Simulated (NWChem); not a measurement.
## Atomisation of H$_{7}$GeNSi

```xyz
10

Si    -0.6507     1.1621     0.0000
N      0.5977     2.3955     0.0000
Ge     0.1401    -1.1164     0.0000
H     -1.4944     1.3690    -1.2302
H     -1.4944     1.3690     1.2302
H      1.1905     2.4554    -0.8338
H      1.1905     2.4554     0.8338
H      1.0279    -1.3950    -1.2482
H     -1.0048    -2.1707     0.0000
H      1.0279    -1.3950     1.2482
```
Charge 0, spin multiplicity 1.

All runs are NWChem calculations. The geometry was optimised at PBE/def2-SVP, a minimum by its harmonic frequencies. It is one conformer; others weren't searched.

Basis set: def2-TZVP. The atomisation energy is electronic alone: no zero-point, thermal, spin-orbit or counterpoise terms. No value is extrapolated to the basis-set limit. Free atoms are single determinants with multiplicities Si 3, N 4, Ge 3, H 2. Correlated methods freeze the same cores in atoms and molecule, 15 orbitals in all.

The Hamiltonian is non-relativistic. B3LYP has NWChem's definition, with VWN1-RPA local correlation. The structure started from a generated list of species. The stability of the SCF solutions was not checked. Open-shell Hartree-Fock references start from PBE0 orbitals.

Q: Order these methods by the atomisation energy they give, lowest first: MP2, CAM-B3LYP, B3LYP, HF, PBE0.

A: HF (503.8 kcal/mol), MP2 (664.8 kcal/mol), PBE0 (688.6 kcal/mol), B3LYP (694.7 kcal/mol), CAM-B3LYP (700.6 kcal/mol)
